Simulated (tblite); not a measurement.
Species: C₆H₅O₂ (doublet state).
Bonds: O1–C2, C2–C3 (aromatic), C3–C4 (aromatic), C4–C5 (aromatic), C5–C6 (aromatic), C6–C7 (aromatic), C7–O8, C2–C7 (aromatic). Hydrogens: H9 on O1; H10 on C3; H11 on C5; H12 on C6; H13 on O8.
Bond orders are those of one Lewis drawing.

Computed with GFN2-xTB (tblite), gas phase: L-BFGS steps from a force-field or distance-geometry start until the largest atomic force falls under 0.01 eV/Å.

Step 1: E = -637.1921 eV
```
atom  x, y, z in Å  |  force x, y, z in eV/Å
O1     -1.9957    0.9064   -0.4132    0.189  -0.211   0.066
C2     -0.6846    0.5287   -0.2131    0.102   0.277  -0.021
C3      0.3829    1.4119   -0.3877   -0.023   0.019  -0.048
C4      1.6487    0.9416   -0.1651   -0.457  -0.288   0.105
C5      1.9078   -0.3325    0.2377    0.353  -0.449   0.069
C6      0.8450   -1.2288    0.4174    0.131   0.245  -0.033
C7     -0.4517   -0.7882    0.1942    0.213  -0.212   0.082
O8     -1.5000   -1.6342    0.3754    0.138  -0.024   0.003
H9     -1.9986    1.8254   -0.6807   -0.121   0.247  -0.081
H10     0.1973    2.4328   -0.6972   -0.019  -0.042   0.004
H11     2.9214   -0.6833    0.4064   -0.169   0.092  -0.017
H12     1.0128   -2.2557    0.7337   -0.022   0.339  -0.101
H13    -2.2897   -1.1235    0.1746   -0.315   0.006  -0.027
```

Step 2: E = -637.2052 eV
```
atom  x, y, z in Å  |  force x, y, z in eV/Å
O1     -1.9939    0.9042   -0.4126    0.179   0.042  -0.006
C2     -0.6815    0.5325   -0.2132   -0.016  -0.070   0.060
C3      0.3838    1.4127   -0.3886   -0.167   0.023  -0.046
C4      1.6404    0.9342   -0.1626   -0.072  -0.191   0.091
C5      1.9133   -0.3371    0.2380    0.057  -0.220   0.003
C6      0.8478   -1.2246    0.4169    0.074   0.017   0.019
C7     -0.4486   -0.7919    0.1956    0.086   0.188  -0.040
O8     -1.4990   -1.6337    0.3751    0.026  -0.005  -0.009
H9     -2.0006    1.8285   -0.6818   -0.120   0.007  -0.011
H10     0.1968    2.4319   -0.6971    0.005   0.010  -0.010
H11     2.9186   -0.6820    0.4062    0.102   0.001   0.022
H12     1.0123   -2.2501    0.7320    0.004   0.244  -0.071
H13    -2.2938   -1.1242    0.1745   -0.158  -0.047  -0.002
```

Task: Estimate the geometry and energy of step 3. (The exact step hangs on the optimiser's Hessian estimate; all steps are aligned on step 2, rigid shifts and turns removed.)

Result: E = -637.2102 eV, largest force 0.207 eV/Å
```
atom  x, y, z in Å  |  force x, y, z in eV/Å
O1     -1.9902    0.9047   -0.4126    0.063   0.047  -0.012
C2     -0.6803    0.5323   -0.2119   -0.066   0.007   0.019
C3      0.3813    1.4135   -0.3898    0.005  -0.085   0.011
C4      1.6357    0.9270   -0.1598   -0.039   0.015   0.018
C5      1.9163   -0.3421    0.2379   -0.005  -0.089  -0.015
C6      0.8505   -1.2227    0.4170   -0.066   0.001   0.002
C7     -0.4460   -0.7897    0.1953   -0.007   0.074  -0.008
O8     -1.4985   -1.6333    0.3747    0.006   0.079  -0.033
H9     -2.0037    1.8295   -0.6823   -0.087  -0.024   0.000
H10     0.1967    2.4317   -0.6972    0.007   0.047  -0.021
H11     2.9196   -0.6815    0.4066    0.200  -0.041   0.035
H12     1.0121   -2.2434    0.7301    0.022   0.059  -0.014
H13    -2.2980   -1.1256    0.1745   -0.033  -0.091   0.019
```

The energy changes by -0.0051 eV. The first-order estimate −F·Δx gives -0.0084 eV and the mean of the old and new forces, exact on a quadratic surface, -0.0051 eV. The step makes an angle of 24° with the force vector and moves no atom by more than 0.009 Å.

What follows is the cost of the whole relaxation. On Arm Neoverse V1, one thread, shared host with 64 logical CPUs at a one-minute load of 18, this took under 0.1 s of wall time.
